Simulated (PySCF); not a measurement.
p-cresol (C₇H₈O), singlet, at a GFN2-xTB geometry, with bond 16-8 at 1.6 times its length; DF-HF/def2-SVP (PySCF).

PySCF was given this input:
```python
from pyscf import gto, scf

mol = gto.Mole()
mol.atom = '''
    C    -2.83485466    0.11645217    0.39917449
    C    -1.35119902    0.04253937    0.19543320
    C    -0.48079655    0.69822704    1.05464705
    C     0.88746555    0.65034956    0.85778854
    C     1.41233797   -0.06087735   -0.21302987
    O     2.75310773   -0.13806513   -0.44684273
    C     0.54999479   -0.72197732   -1.08106165
    C    -0.81332749   -0.66596930   -0.87292005
    H    -3.32025483   -0.78818912    0.04028342
    H    -3.07584159    0.25269851    1.45093519
    H    -3.24713136    0.96147983   -0.15374877
    H    -0.87489984    1.25504510    1.89283045
    H     1.55226643    1.16616706    1.53910024
    H     3.22889816    0.36194627    0.22698678
    H     0.96800090   -1.27300046   -1.90846528
    H    -1.86980074   -1.49496423   -1.96164085
'''
mol.basis = 'def2-svp'
mol.verbose = 4
mol.build()

mf = scf.RHF(mol)
mf.diis = False
mf.max_cycle = 100
mf = mf.density_fit(auxbasis='def2-universal-jkfit')
mf.kernel()
```

What the program printed (banner, timings and long lists left out):

```
PySCF version 2.14.0

[INPUT] verbose = 4
[INPUT] num. atoms = 16
[INPUT] num. electrons = 58
[INPUT] charge = 0
[INPUT] spin (= nelec alpha-beta = 2S) = 0
[INPUT] symmetry False subgroup None
[INPUT] Mole.unit = angstrom
[INPUT] Symbol           X                Y                Z      unit          X                Y                Z       unit  Magmom
[INPUT]  1 C     -2.834854660000   0.116452170000   0.399174490000 AA   -5.357098910347   0.220062707911   0.754330462013 Bohr   0.0
[INPUT]  2 C     -1.351199020000   0.042539370000   0.195433200000 AA   -2.553396087581   0.080387758812   0.369315223647 Bohr   0.0
[INPUT]  3 C     -0.480796550000   0.698227040000   1.054647050000 AA   -0.908573801136   1.319457878366   1.992994082580 Bohr   0.0
[INPUT]  4 C      0.887465550000   0.650349560000   0.857788540000 AA    1.677066834487   1.228982553631   1.620985413391 Bohr   0.0
[INPUT]  5 C      1.412337970000  -0.060877350000  -0.213029870000 AA    2.668931958624  -0.115041518689  -0.402568110652 Bohr   0.0
[INPUT]  6 O      2.753107730000  -0.138065130000  -0.446842730000 AA    5.202619601123  -0.260905283052  -0.844410380453 Bohr   0.0
[INPUT]  7 C      0.549994790000  -0.721977320000  -1.081061650000 AA    1.039339523038  -1.364339402947  -2.042910442270 Bohr   0.0
[INPUT]  8 C     -0.813327490000  -0.665969300000  -0.872920050000 AA   -1.536966205680  -1.258499584368  -1.649579823142 Bohr   0.0
[INPUT]  9 H     -3.320254830000  -0.788189120000   0.040283420000 AA   -6.274372292464  -1.489461571162   0.076124631161 Bohr   0.0
[INPUT] 10 H     -3.075841590000   0.252698510000   1.450935190000 AA   -5.812498207647   0.477530975986   2.741870133594 Bohr   0.0
[INPUT] 11 H     -3.247131360000   0.961479830000  -0.153748770000 AA   -6.136188960886   1.816933552993  -0.290543067289 Bohr   0.0
[INPUT] 12 H     -0.874899840000   1.255045100000   1.892830450000 AA   -1.653321084026   2.371691512977   3.576931150737 Bohr   0.0
[INPUT] 13 H      1.552266430000   1.166167060000   1.539100240000 AA    2.933358425056   2.203736358889   2.908477931852 Bohr   0.0
[INPUT] 14 H      3.228898160000   0.361946270000   0.226986780000 AA    6.101733206512   0.683979322108   0.428942848097 Bohr   0.0
[INPUT] 15 H      0.968000900000  -1.273000460000  -1.908465280000 AA    1.829256589332  -2.405622225845  -3.606476697441 Bohr   0.0
[INPUT] 16 H     -1.869800740000  -1.494964230000  -1.961640850000 AA   -3.533411306109  -2.825072960721  -3.706963961259 Bohr   0.0

nuclear repulsion = 341.799148739243
number of shells = 72
number of NR pGTOs = 248
number of NR cGTOs = 152
basis = def2-svp
ecp = {}

******** <class 'pyscf.df.df_jk.DFRHF'> ********
method = DFRHF
initial guess = minao
damping factor = 0
level_shift factor = 0
DIIS disabled
SCF conv_tol = 1e-09
SCF conv_tol_grad = None
SCF max_cycles = 100
direct_scf = False
Set gradient conv threshold to 3.16228e-05
Initial guess from minao.
******** <class 'pyscf.df.df.DF'> ********
auxbasis = def2-universal-jkfit
init E= -346.245399739933
  HOMO = -0.204967622180409  LUMO = 0.0168886249861036  gap/eV = 6.03702
cycle= 1 E= -344.115925378106  delta_E= 2.13  |g|= 0.616  |ddm|=  4.3
  HOMO = -0.334891015941007  LUMO = 0.0847287263099616  gap/eV = 11.41843
cycle= 2 E= -344.216625578692  delta_E= -0.101  |g|= 0.265  |ddm|= 1.13
  HOMO = -0.298628517826545  LUMO = 0.113047839531724  gap/eV = 11.20228
cycle= 3 E= -344.229160824786  delta_E= -0.0125  |g|= 0.16  |ddm|= 0.475
  HOMO = -0.319151362935956  LUMO = 0.104863739266797  gap/eV = 11.53804
cycle= 4 E= -344.232356095514  delta_E= -0.0032  |g|= 0.102  |ddm|= 0.207
  HOMO = -0.308127130885302  LUMO = 0.114219282559105  gap/eV = 11.49263
cycle= 5 E= -344.233539988673  delta_E= -0.00118  |g|= 0.0668  |ddm|= 0.141
  HOMO = -0.314888729094297  LUMO = 0.108896433450077  gap/eV = 11.53178
cycle= 6 E= -344.234022925229  delta_E= -0.000483  |g|= 0.0438  |ddm|= 0.0869
  HOMO = -0.310990422043821  LUMO = 0.113240959626417  gap/eV = 11.54392
cycle= 7 E= -344.234230061235  delta_E= -0.000207  |g|= 0.029  |ddm|= 0.0588
  HOMO = -0.313462943645109  LUMO = 0.110317144380836  gap/eV = 11.53164
cycle= 8 E= -344.234319755143  delta_E= -8.97e-05  |g|= 0.0192  |ddm|= 0.0387
  HOMO = -0.311943128639935  LUMO = 0.11257868784331  gap/eV = 11.55183
cycle= 9 E= -344.234359296061  delta_E= -3.95e-05  |g|= 0.0129  |ddm|= 0.0263
  HOMO = -0.312940610521978  LUMO = 0.110957627120719  gap/eV = 11.53486
cycle= 10 E= -344.234376873638  delta_E= -1.76e-05  |g|= 0.00861  |ddm|= 0.0178
  HOMO = -0.312291636223178  LUMO = 0.112200677192278  gap/eV = 11.55102
cycle= 11 E= -344.234384810913  delta_E= -7.94e-06  |g|= 0.00583  |ddm|= 0.0123
  HOMO = -0.312732419264639  LUMO = 0.111281900030353  gap/eV = 11.53802
cycle= 12 E= -344.234388445821  delta_E= -3.63e-06  |g|= 0.00398  |ddm|= 0.00853
  HOMO = -0.31243170927072  LUMO = 0.111988159155594  gap/eV = 11.54905
cycle= 13 E= -344.234390144244  delta_E= -1.7e-06  |g|= 0.00275  |ddm|= 0.00605
  HOMO = -0.312642723480312  LUMO = 0.111456217769311  gap/eV = 11.54032
cycle= 14 E= -344.234390955366  delta_E= -8.11e-07  |g|= 0.00192  |ddm|= 0.00434
  HOMO = -0.312493155356006  LUMO = 0.111867285424045  gap/eV = 11.54744
cycle= 15 E= -344.234391353312  delta_E= -3.98e-07  |g|= 0.00137  |ddm|= 0.00317
  HOMO = -0.312601207671607  LUMO = 0.111553511939586  gap/eV = 11.54184
cycle= 16 E= -344.234391554277  delta_E= -2.01e-07  |g|= 0.000988  |ddm|= 0.00234
  HOMO = -0.312522278178607  LUMO = 0.111797342963958  gap/eV = 11.54633
cycle= 17 E= -344.234391659015  delta_E= -1.05e-07  |g|= 0.000726  |ddm|= 0.00176
  HOMO = -0.312580707638038  LUMO = 0.111609333555287  gap/eV = 11.54280
cycle= 18 E= -344.234391715327  delta_E= -5.63e-08  |g|= 0.000541  |ddm|= 0.00134
  HOMO = -0.312537022207136  LUMO = 0.111756170300065  gap/eV = 11.54561
cycle= 19 E= -344.234391746523  delta_E= -3.12e-08  |g|= 0.000409  |ddm|= 0.00103
  HOMO = -0.31256999782623  LUMO = 0.111642065203324  gap/eV = 11.54340
cycle= 20 E= -344.234391764274  delta_E= -1.78e-08  |g|= 0.000313  |ddm|= 0.000794
  HOMO = -0.312544904895551  LUMO = 0.111731560139905  gap/eV = 11.54515
cycle= 21 E= -344.234391774613  delta_E= -1.03e-08  |g|= 0.000242  |ddm|= 0.000618
  HOMO = -0.312564132214987  LUMO = 0.111661596239587  gap/eV = 11.54377
cycle= 22 E= -344.234391780749  delta_E= -6.14e-09  |g|= 0.000188  |ddm|= 0.000483
  HOMO = -0.312549307805125  LUMO = 0.111716659738809  gap/eV = 11.54487
cycle= 23 E= -344.23439178445  delta_E= -3.7e-09  |g|= 0.000147  |ddm|= 0.00038
  HOMO = -0.312560795120874  LUMO = 0.111673414312151  gap/eV = 11.54400
cycle= 24 E= -344.234391786704  delta_E= -2.25e-09  |g|= 0.000116  |ddm|= 0.000299
  HOMO = -0.312551852571316  LUMO = 0.111707543580577  gap/eV = 11.54469
cycle= 25 E= -344.234391788095  delta_E= -1.39e-09  |g|= 9.14e-05  |ddm|= 0.000236
  HOMO = -0.312558839433588  LUMO = 0.111680644590886  gap/eV = 11.54414
cycle= 26 E= -344.234391788959  delta_E= -8.64e-10  |g|= 7.23e-05  |ddm|= 0.000187
  HOMO = -0.312553362175446  LUMO = 0.111701919781922  gap/eV = 11.54457
cycle= 27 E= -344.234391789496  delta_E= -5.37e-10  |g|= 5.73e-05  |ddm|= 0.000148
  HOMO = -0.31255766725711  LUMO = 0.111685106327541  gap/eV = 11.54423
cycle= 28 E= -344.234391789835  delta_E= -3.39e-10  |g|= 4.55e-05  |ddm|= 0.000117
  HOMO = -0.312554275274892  LUMO = 0.111698427713837  gap/eV = 11.54450
cycle= 29 E= -344.234391790045  delta_E= -2.1e-10  |g|= 3.62e-05  |ddm|= 9.32e-05
  HOMO = -0.312556952863452  LUMO = 0.111687878101551  gap/eV = 11.54429
cycle= 30 E= -344.234391790179  delta_E= -1.34e-10  |g|= 2.88e-05  |ddm|= 7.4e-05
  HOMO = -0.312554835518928  LUMO = 0.111696248214151  gap/eV = 11.54446
Extra cycle  E= -344.234391790261  delta_E= -8.21e-11  |g|= 2.29e-05  |ddm|= 5.89e-05
converged SCF energy = -344.234391790261
```
